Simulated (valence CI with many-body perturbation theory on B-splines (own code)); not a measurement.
**Level structure of Ho XIX**

Method: configuration interaction combined with many-body perturbation theory (CI+MBPT): three valence electrons over a frozen Dirac-Fock core [Kr] 4d10, a basis of 7 s, 7 p, 7 d, 7 f, 4 g, 2 h functions for each j, with the one-electron correlation potential Σ1, the two-electron term Σ2, the three-electron term Σ3, Breit, model QED; selected CI, second order for the rest, scaled by the run's own slope (own B-spline code, finite nucleus).

No measured spectrum was set against this ion. As an estimate, terms of the open shell hold to a few per cent of their energy, and close levels can change places. Excitations out of the core, of the other parity, are not computed and may begin above about 129 eV (a cautious bound); beyond it only levels of the ground parity were kept, without lifetimes.

Levels 91 to 135 of 162, with energies above the lowest level, (4f5/2^3) J=9/2. "Leading %" is the weight of the configuration and term that name the level; weights of strongly mixed levels are sums over their largest components and can fall short. In the jj column 3d3/2^4 stands for four electrons in 3d with j = 3/2.

| No. | Configuration | Term | J | E (eV) | Leading % | g | Second component | Leading jj |
| --- | --- | --- | --- | --- | --- | --- | --- | --- |
| 91 | 4f²5p | ⁴H° | 7/2 | 77.391 | 38 | 0.841 | 29 % 4f²5p ²G° | 4f5/2^2 5p3/2 (94 %) |
| 92 | 4f²5p | ⁴H° | 9/2 | 77.419 | 35 | 0.904 | 29 % 4f²5p ²H° | 4f5/2^2 5p3/2 (86 %) |
| 93 | 4f²5p | ⁴H° | 11/2 | 78.223 | 41 | 1.058 | 40 % 4f²5p ⁴I° | 4f5/2 4f7/2 5p3/2 (53 %) |
| 94 | 4f²5p | ⁴G° | 9/2 | 78.801 | 36 | 1.034 | 33 % 4f²5p ²H° | 4f5/2 4f7/2 5p3/2 (98 %) |
| 95 | 4f²5p | ⁴G° | 5/2 | 78.805 | 81 | 0.644 | 11 % 4f²5p ²F° | 4f5/2^2 5p3/2 (91 %) |
| 96 | 4f²5p | ²P° | 1/2 | 79.009 | 84 | 0.578 | 15 % 4f²5p ⁴D° | 4f7/2^2 5p1/2 (53 %) |
| 97 | 4f²5p | ⁴I° | 13/2 | 79.290 | 62 | 1.149 | 35 % 4f²5p ⁴H° | 4f5/2 4f7/2 5p3/2 (76 %) |
| 98 | 4f²5p | ⁴F° | 3/2 | 79.292 | 47 | 0.738 | 26 % 4f²5p ⁴D° | 4f5/2^2 5p3/2 (78 %) |
| 99 | 4f²5p | ²H° | 11/2 | 79.382 | 50 | 1.120 | 24 % 4f²5p ⁴G° | 4f5/2 4f7/2 5p3/2 (58 %) |
| 100 | 4f²5p | ⁴D° | 1/2 | 79.723 | 80 | 0.139 | 18 % 4f²5p ²P° | 4f5/2^2 5p3/2 (47 %) |
| 101 | 4f²5p | ⁴F° | 5/2 | 79.865 | 53 | 1.052 | 21 % 4f²5p ⁴D° | 4f5/2^2 5p3/2 (52 %) |
| 102 | 4f²5p | ²I° | 11/2 | 79.872 | 53 | 1.039 | 21 % 4f²5p ⁴G° | 4f5/2 4f7/2 5p3/2 (48 %) |
| 103 | 4f²5p | ⁴G° | 7/2 | 79.960 | 52 | 0.992 | 21 % 4f²5p ²G° | 4f5/2 4f7/2 5p3/2 (73 %) |
| 104 | 4f²5p | ⁴F° | 7/2 | 80.110 | 48 | 1.143 | 16 % 4f²5p ²G° | 4f5/2 4f7/2 5p3/2 (80 %) |
| 105 | 4f²5p | ⁴I° | 15/2 | 80.568 | 99 | 1.197 |  | 4f7/2^2 5p3/2 (78 %) |
| 106 | 4f²5p | ⁴D° | 3/2 | 80.632 | 60 | 1.041 | 32 % 4f²5p ²D° | 4f5/2 4f7/2 5p3/2 (94 %) |
| 107 | 4f²5p | ⁴F° | 9/2 | 80.721 | 33 | 1.172 | 22 % 4f²5p ⁴G° | 4f5/2 4f7/2 5p3/2 (94 %) |
| 108 | 4f²5p | ²G° | 7/2 | 80.723 | 37 | 1.022 | 20 % 4f²5p ⁴G° | 4f5/2 4f7/2 5p3/2 (64 %) |
| 109 | 4f²5p | ²F° | 5/2 | 80.984 | 39 | 1.097 | 27 % 4f²5p ⁴D° | 4f5/2 4f7/2 5p3/2 (89 %) |
| 110 | 4f²5p | ²I° | 13/2 | 81.018 | 65 | 1.120 | 28 % 4f²5p ⁴H° | 4f7/2^2 5p3/2 (54 %) |
| 111 | 4f²5p | ²G° | 9/2 | 81.037 | 47 | 1.134 | 45 % 4f²5p ⁴G° | 4f5/2 4f7/2 5p3/2 (80 %) |
| 112 | 4f²5p | ⁴G° | 11/2 | 81.403 | 60 | 1.190 | 30 % 4f²5p ²H° | 4f5/2 4f7/2 5p3/2 (57 %) |
| 113 | 4f²5p | ²F° | 5/2 | 81.528 | 63 | 0.888 | 16 % 4f²5p ⁴G° | 4f5/2 4f7/2 5p3/2 (72 %) |
| 114 | 4f²5p | ²G° | 9/2 | 81.534 | 54 | 1.130 | 20 % 4f²5p ⁴F° | 4f7/2^2 5p3/2 (81 %) |
| 115 | 4f²5p | ²G° | 7/2 | 81.708 | 53 | 1.011 | 17 % 4f²5p ⁴F° | 4f5/2 4f7/2 5p3/2 (71 %) |
| 116 | 4f²5p | ²H° | 11/2 | 82.284 | 61 | 1.119 | 27 % 4f²5p ⁴G° | 4f7/2^2 5p3/2 (85 %) |
| 117 | 4f²5p | ²F° | 5/2 | 82.639 | 52 | 1.038 | 27 % 4f²5p ²D° | 4f7/2^2 5p3/2 (89 %) |
| 118 | 4f²5p | ²F° | 7/2 | 83.046 | 51 | 1.107 | 28 % 4f²5p ²G° | 4f7/2^2 5p3/2 (77 %) |
| 119 | 4f²5p | ²G° | 9/2 | 83.379 | 68 | 1.144 | 18 % 4f²5p ⁴F° | 4f7/2^2 5p3/2 (75 %) |
| 120 | 4f²5p | ²S° | 1/2 | 83.432 | 34 | 1.705 | 32 % 4f²5p ²P° | 4f5/2 4f7/2 5p3/2 (74 %) |
| 121 | 4f²5p | ²P° | 3/2 | 83.540 | 28 | 1.374 | 25 % 4f²5p ²D° | 4f5/2 4f7/2 5p3/2 (62 %) |
| 122 | 4f²5p | ²I° | 13/2 | 83.758 | 58 | 1.018 | 41 % 4f²5p ²K° | 4f5/2 4f7/2 5p3/2 (77 %) |
| 123 | 4f²5p | ²F° | 7/2 | 84.073 | 65 | 1.188 | 20 % 4f²5p ⁴D° | 4f5/2 4f7/2 5p3/2 (69 %) |
| 124 | 4f²5p | ⁴P° | 3/2 | 84.509 | 34 | 1.444 | 25 % 4f²5p ²D° | 4f7/2^2 5p3/2 (45 %) |
| 125 | 4f²5p | ²H° | 11/2 | 84.867 | 58 | 1.025 | 40 % 4f²5p ²I° | 4f5/2 4f7/2 5p3/2 (67 %) |
| 126 | 4f²5p | ²D° | 5/2 | 84.913 | 65 | 1.152 | 15 % 4f²5p ²F° | 4f5/2 4f7/2 5p3/2 (54 %) |
| 127 | 4f²5p | ²P° | 1/2 | 85.025 | 59 | 1.234 | 20 % 4f²5p ⁴P° | 4f7/2^2 5p3/2 (64 %) |
| 128 | 4f²5p | ⁴D° | 5/2 | 85.531 | 49 | 1.383 | 26 % 4f²5p ⁴P° | 4f5/2 4f7/2 5p3/2 (97 %) |
| 129 | 4f²5p | ²D° | 3/2 | 85.875 | 66 | 0.954 | 18 % 4f²5p ⁴D° | 4f5/2 4f7/2 5p3/2 (44 %) |
| 130 | 4f²5p | ⁴D° | 7/2 | 85.883 | 69 | 1.335 | 27 % 4f²5p ²F° | 4f7/2^2 5p3/2 (84 %) |
| 131 | 4f²5p | ²K° | 15/2 | 85.994 | 99 | 1.067 |  | 4f5/2 4f7/2 5p3/2 (78 %) |
| 132 | 4f²5p | ²H° | 9/2 | 87.011 | 98 | 0.912 |  | 4f5/2 4f7/2 5p3/2 (75 %) |
| 133 | 4f²5p | ²D° | 5/2 | 87.119 | 48 | 1.366 | 45 % 4f²5p ⁴P° | 4f7/2^2 5p3/2 (75 %) |
| 134 | 4f²5p | ²P° | 1/2 | 87.625 | 86 | 0.665 | 10 % 4f²5p ⁴D° | 4f5/2 4f7/2 5p3/2 (80 %) |
| 135 | 4f²5p | ²P° | 3/2 | 87.677 | 59 | 1.280 | 21 % 4f²5p ²D° | 4f7/2^2 5p3/2 (52 %) |

Where two levels of one J and parity lie close, their mixing, g and order are uncertain.
